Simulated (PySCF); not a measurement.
SMILES OB(O)SB(C)C, singlet, GFN2-xTB optimised geometry.

```
15

B     -1.48     0.73     0.00
O     -2.07     1.93     0.00
O     -2.23    -0.39     0.07
S      0.37     0.73     0.00
B      0.90    -0.62    -1.05
C     -0.08    -1.53    -1.89
C      2.46    -0.87    -1.16
H     -3.03     1.93     0.07
H     -1.78    -1.23     0.08
H      0.38    -1.84    -2.83
H     -1.03    -1.06    -2.14
H     -0.31    -2.46    -1.35
H      2.84    -0.43    -2.08
H      2.71    -1.93    -1.20
H      3.03    -0.43    -0.34
```

Density from CAM-B3LYP/def2-TZVP (PySCF) at that geometry.

Minimum of the electron density along straight lines between bonded atoms, close to the bond critical point (lines longer than 1.1 times the sum of covalent radii, or with two minima, are not listed):

```tsv
bond	length / Å	ρ at the minimum / e bohr⁻³	∇²ρ there / e bohr⁻⁵	position (fraction from the first atom)
B1–O2	1.339	0.224	0.99	0.33
B1–O3	1.349	0.217	0.94	0.33
B1–S4	1.850	0.153	-0.37	0.32
S4–B5	1.790	0.157	-0.21	0.70
B5–C6	1.588	0.185	-0.36	0.33
B5–C7	1.581	0.189	-0.38	0.34
O2–H8	0.958	0.359	-2.48	0.81
O3–H9	0.956	0.360	-2.52	0.81
C6–H10	1.089	0.275	-0.93	0.64
C6–H11	1.088	0.277	-0.94	0.64
C6–H12	1.092	0.269	-0.89	0.63
C7–H13	1.090	0.271	-0.90	0.64
C7–H14	1.088	0.274	-0.92	0.64
C7–H15	1.086	0.278	-0.95	0.64
```
